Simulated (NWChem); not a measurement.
System: SbH3O2; SMILES [OH][SbH][OH]

The following NWChem deck was run.

```
start job
memory heap 200 mb stack 900 mb global 1100 mb
geometry units angstroms noautoz
  Sb    -0.283386    -0.007000     0.026145
  H     -0.387201    -0.075689    -1.696294
  O      0.924248    -1.593673    -0.010990
  H      1.067622    -1.914760     0.887535
  O      1.084439     1.429729     0.103684
  H      1.744151     1.326778    -0.594165
end
basis spherical
  * library def2-svp
end
ecp
  Sb library def2-ecp
end
dft
  xc m06
  iterations 150
  mulliken
end
task dft energy
```

NWChem printed, in part:

```
             Northwest Computational Chemistry Package (NWChem) 7.3.0
             --------------------------------------------------------

 C1  symmetry detected

                             Geometry "geometry" -> ""
                             -------------------------

 Output coordinates in angstroms (scale by  1.889725989 to convert to a.u.)

  No.       Tag          Charge          X              Y              Z
 ---- ---------------- ---------- -------------- -------------- --------------
    1 Sb                  51.0000    -0.34139567     0.00739167     0.02689918
    2 H                    1.0000    -0.49355164    -0.07641725    -1.69127324
    3 O                    8.0000     0.95115676    -1.50982749    -0.04125015
    4 H                    1.0000     1.13947296    -1.81750610     0.85366383
    5 O                    8.0000     0.94590058     1.51838779     0.05701238
    6 H                    1.0000     1.58879934     1.44846583    -0.66034679

 Effective nuclear repulsion energy (a.u.)     280.4333740429

                                 NWChem DFT Module
                                 -----------------

 Summary of "ao basis" -> "ao basis" (spherical)
 ------------------------------------------------------------------------------
       Tag                 Description            Shells   Functions and Types
 ---------------- ------------------------------  ------  ---------------------
 Sb                         def2-svp                10       26   4s4p2d
 H                          def2-svp                 3        5   2s1p
 O                          def2-svp                 6       14   3s2p1d

            General Information
            -------------------
          SCF calculation type: DFT
          Wavefunction type:  closed shell.
          No. of atoms     :     6
          No. of electrons :    42
           Alpha electrons :    21
            Beta electrons :    21
          Charge           :     0
          Spin multiplicity:     1
          Use of symmetry is: off; symmetry adaption is: off
          Maximum number of iterations: 150
          AO basis - number of functions:    69
                     number of shells:    31
          Convergence on energy requested:  1.00D-06
          Convergence on density requested:  1.00D-05
          Convergence on gradient requested:  5.00D-04

              XC Information
              --------------
                          M06 Method XC Functional
                     Hartree-Fock (Exact) Exchange  0.270
                           M06 Exchange Functional  1.000
                         M06 Correlation Potential  1.000

             Grid Information
             ----------------
          Grid used for XC integration:  medium
          Radial quadrature: Mura-Knowles
          Angular quadrature: Lebedev.
          Tag              B.-S. Rad. Rad. Pts. Rad. Cut. Ang. Pts.
          ---              ---------- --------- --------- ---------
          Sb                  1.45      123           8.0       590
          H                   0.35       45          10.0       434
          O                   0.60       49          10.0       434
          Grid pruning is: on
          Number of quadrature shells:   356
          Spatial weights used:  Erf1

      Superposition of Atomic Density Guess
      -------------------------------------

 Sum of atomic energies:        -428.49245912

      Non-variational initial energy
      ------------------------------

 Total energy =    -390.455897
 1-e energy   =    -907.475277
 2-e energy   =     376.174012
 HOMO         =      -0.281859
 LUMO         =      -0.003361

     ---------------------------------------------
      Total Density - Mulliken Population Analysis
     ---------------------------------------------

    Atom       Charge   Shell Charges
 -----------   ------   -------------------------------------------------------
    1 Sb  23    21.75   2.11 -0.08  1.16  0.59  2.98  3.03  1.08  0.74  9.81  0.32
    2 H    1     1.11   0.66  0.44  0.01
    3 O    8     8.90   1.99  1.11  0.69  3.06  2.05  0.00
    4 H    1     0.67   0.53  0.08  0.06
    5 O    8     8.90   1.99  1.11  0.69  3.06  2.05  0.00
    6 H    1     0.67   0.53  0.08  0.06

   convergence    iter        energy       DeltaE   RMS-Dens  Diis-err
 ---------------- ----- ----------------- --------- --------- ---------
 d= 0,ls=0.0,diis     1   -392.2966997768 -5.33D+02  2.37D-02  8.40D-01
 d= 0,ls=0.0,diis     2   -392.1328806002  1.64D-01  1.40D-02  2.43D+00
 d= 0,ls=0.0,diis     3   -392.3916167756 -2.59D-01  1.44D-03  1.88D-02
 d= 0,ls=0.0,diis     4   -392.3931283699 -1.51D-03  5.50D-04  1.11D-03
 d= 0,ls=0.0,diis     5   -392.3899386444  3.19D-03  4.55D-04  1.50D-03
  Resetting Diis
 d= 0,ls=0.0,diis     6   -392.3901532371 -2.15D-04  1.04D-04  2.69D-04
 d= 0,ls=0.0,diis     7   -392.3901749261 -2.17D-05  6.59D-04  2.19D-04
 d= 0,ls=0.0,diis     8   -392.3902329552 -5.80D-05  1.64D-04  1.30D-04
 d= 0,ls=0.0,diis     9   -392.3902386041 -5.65D-06  7.68D-05  7.90D-05
 d= 0,ls=0.0,diis    10   -392.3902466066 -8.00D-06  1.32D-05  4.74D-07
 d= 0,ls=0.0,diis    11   -392.3902466664 -5.98D-08  2.49D-06  1.76D-08

         Total DFT energy =     -392.390246666407
      One electron energy =     -909.920461815118
           Coulomb energy =      414.453167318335
    Exchange-Corr. energy =      -37.768320062117
 Nuclear repulsion energy =      140.845367892493

 Numeric. integr. density =       41.999996456918

                       DFT Final Molecular Orbital Analysis
                       ------------------------------------

 Vector   19  Occ=2.000000D+00  E=-3.120566D-01
              MO Center=  7.6D-01,  2.4D-01, -1.5D-01, r^2= 3.1D+00
   Bfn.  Coefficient  Atom+Function         Bfn.  Coefficient  Atom+Function
  ----- ------------  ---------------      ----- ------------  ---------------
    56      0.341050  5 O  pz                35      0.334043  3 O  px
    54      0.289894  5 O  px                59      0.266101  5 O  pz
    38      0.262797  3 O  px                57      0.228181  5 O  px
    27      0.186353  2 H  s                 36      0.162936  3 O  py
    28      0.147616  2 H  s                 39      0.126668  3 O  py

 Vector   20  Occ=2.000000D+00  E=-3.070511D-01
              MO Center=  9.0D-01,  1.7D-01,  1.4D-03, r^2= 3.0D+00
   Bfn.  Coefficient  Atom+Function         Bfn.  Coefficient  Atom+Function
  ----- ------------  ---------------      ----- ------------  ---------------
    36      0.375672  3 O  py                55      0.363671  5 O  py
    39      0.297789  3 O  py                58      0.282434  5 O  py
    54     -0.230540  5 O  px                56     -0.190784  5 O  pz
    57     -0.177957  5 O  px                59     -0.153069  5 O  pz
    35      0.147570  3 O  px                37      0.121323  3 O  pz

 Vector   21  Occ=2.000000D+00  E=-2.705030D-01
              MO Center= -2.8D-01, -1.8D-01, -1.2D-02, r^2= 3.1D+00
   Bfn.  Coefficient  Atom+Function         Bfn.  Coefficient  Atom+Function
  ----- ------------  ---------------      ----- ------------  ---------------
     4      0.358831  1 Sb s                  3      0.355010  1 Sb s
    13      0.316638  1 Sb pz                27     -0.246932  2 H  s
    35      0.240874  3 O  px                11     -0.236380  1 Sb px
    28     -0.229985  2 H  s                 38      0.201950  3 O  px
     1     -0.169031  1 Sb s                 37     -0.162300  3 O  pz

 Vector   22  Occ=0.000000D+00  E=-2.207658D-02
              MO Center= -3.2D-01, -1.2D-01,  1.2D-01, r^2= 3.9D+00
   Bfn.  Coefficient  Atom+Function         Bfn.  Coefficient  Atom+Function
  ----- ------------  ---------------      ----- ------------  ---------------
    15      0.676124  1 Sb py                34      0.458507  3 O  s
    12      0.337796  1 Sb py                14     -0.318871  1 Sb px
    16     -0.317519  1 Sb pz                28     -0.294593  2 H  s
    47     -0.196484  4 H  s                 38     -0.183474  3 O  px
    35     -0.176033  3 O  px                11     -0.169517  1 Sb px

 Vector   23  Occ=0.000000D+00  E=-1.563906D-02
              MO Center= -1.6D-01,  6.8D-02,  5.3D-02, r^2= 4.0D+00
   Bfn.  Coefficient  Atom+Function         Bfn.  Coefficient  Atom+Function
  ----- ------------  ---------------      ----- ------------  ---------------
    14      0.523281  1 Sb px                53     -0.507601  5 O  s
    16      0.474786  1 Sb pz                28      0.475913  2 H  s
    15      0.456542  1 Sb py                11      0.278026  1 Sb px
    66      0.266884  6 H  s                 12      0.219413  1 Sb py
    58      0.201996  5 O  py                55      0.185737  5 O  py

 Vector   24  Occ=0.000000D+00  E= 5.498048D-02
              MO Center= -2.0D-01, -8.7D-02, -4.1D-01, r^2= 4.6D+00
   Bfn.  Coefficient  Atom+Function         Bfn.  Coefficient  Atom+Function
  ----- ------------  ---------------      ----- ------------  ---------------
    28      1.213249  2 H  s                 16      0.971731  1 Sb pz
     3     -0.689569  1 Sb s                  4     -0.443831  1 Sb s
    34      0.445435  3 O  s                 47     -0.364192  4 H  s
    14     -0.355531  1 Sb px                13      0.314334  1 Sb pz
    53      0.232534  5 O  s                  1      0.213789  1 Sb s

     ---------------------------------------------
      Total Density - Mulliken Population Analysis
     ---------------------------------------------

    Atom       Charge   Shell Charges
 -----------   ------   -------------------------------------------------------
    1 Sb  23    22.19   2.11 -0.08  1.33  0.44  2.97  3.04  1.42  0.73  9.80  0.43
    2 H    1     1.12   0.72  0.39  0.01
    3 O    8     8.54   1.99  1.08  0.73  2.83  1.90  0.01
    4 H    1     0.80   0.67  0.06  0.07
    5 O    8     8.55   1.99  1.08  0.73  2.83  1.91  0.01
    6 H    1     0.80   0.67  0.06  0.07

     -------------------------------------------
      Total Density - Lowdin Population Analysis
     -------------------------------------------

    Atom       Charge   Shell Charges
 -----------   ------   -------------------------------------------------------
    1 Sb  23    22.30   1.29  0.67  0.99  0.66  2.79  3.06  1.43  1.03  9.53  0.84
    2 H    1     1.12   0.64  0.45  0.03
    3 O    8     8.36   1.97  0.92  0.66  2.69  2.11  0.01
    4 H    1     0.93   0.56  0.18  0.19
    5 O    8     8.36   1.97  0.92  0.65  2.69  2.11  0.01
    6 H    1     0.93   0.56  0.18  0.19

     Multipole analysis of the density
     ---------------------------------

     L   x y z        total         alpha         beta         nuclear
     -   - - -        -----         -----         ----         -------
     0   0 0 0     -0.000000    -21.000000    -21.000000     42.000000

     1   1 0 0     -0.455903     -9.259972     -9.259972     18.064040
     1   0 1 0     -0.219324      0.085893      0.085893     -0.391110
     1   0 0 1      0.202900      0.813099      0.813099     -1.423298

     2   2 0 0    -26.618520    -51.059633    -51.059633     75.500745
     2   1 1 0      0.298371     -0.228077     -0.228077      0.754525
     2   1 0 1      0.274743     -1.049338     -1.049338      2.373420
     2   0 2 0    -30.519644    -90.411303    -90.411303    150.302962
     2   0 1 1     -3.784819      0.220649      0.220649     -4.226117
     2   0 0 2    -26.626065    -20.600616    -20.600616     14.575166
```

Level: M06/def2-SVP with def2 effective core potentials on Sb. The geometry was optimised at PBE0/def2-SVP. def2 effective core potentials on Sb; no spin-orbit coupling.
